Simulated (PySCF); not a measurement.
CdBr2, SMILES [Br][Cd][Br]. Heavy atoms are numbered as in [Cd:1]([Br:2])[Br:3].

Coordinates come from a B3LYP-D3(BJ)/def2-SVP optimisation. The structure was generated by enumeration; whether it is a known compound was not checked. The def2 effective core potentials stand for the cores of Cd; spin–orbit coupling is left out.

Level of theory: r2SCAN/def2-TZVPD (PySCF).

Mulliken values depend strongly on the basis, most of all with diffuse functions as here. ESP charges are fitted to the potential on shells at 1.4 to 2.0 van der Waals radii. Atomic charges (e), one atom of each kind:

```csv
atom,ESP fit,Mulliken
Cd1,[?],0.70
Br2,[?],-0.35
```

**Question.** Some entries are withheld; supply them. (An estimate is asked for; the answer gives what the named calculation found.)

**Answer.** 
- Cd1, ESP fit: 0.58
- Br2, ESP fit: -0.29
